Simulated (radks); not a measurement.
Results of a calculation; reference values are marked as such.
Question: These are the eigenvalues of the occupied orbitals of an atom or ion with whole-number occupations (eV). Code: a radial shooting solver on a logarithmic mesh with Libxc functionals. Model: non-relativistic Kohn-Sham, PBE, spin-polarised, spherical densities, point nucleus.

orbital  eigenvalue
1s up     -62025.51
1s down   -62025.39
2s up     -10213.18
2s down   -10213.03
2p up     -9785.806
2p down   -9785.672
3s up     -2366.506
3s down   -2366.420
3p up     -2169.168
3p down   -2169.075
3d up     -1801.406
3d down   -1801.291
4s up     -517.2794
4s down   -517.0826
4p up     -435.3738
4p down   -435.1618
4d up     -286.4657
4d down   -286.2044
5s up     -119.6259
5p up      -95.4131
4f up      -93.5557
5p down    -93.4804
4f down    -93.0722
5d up      -57.7682

Which element is it, and in what charge state? The configuration may be excited. Open shells, if any, are filled with parallel spins first.

Answer: Z = 73, tantalum, charge +5: Ta5+ in [Kr] 4d10 4f14 5s1 5p6 5d1. The list shows which subshells hold electrons but not how many an open one holds; the 1s level, -2279.4 hartree, gives Z - s = 67.5 by -(Z - s)^2/2, which with screening narrows Z to a few neighbours, and the depths of the outer levels then fix element, charge and occupations together.
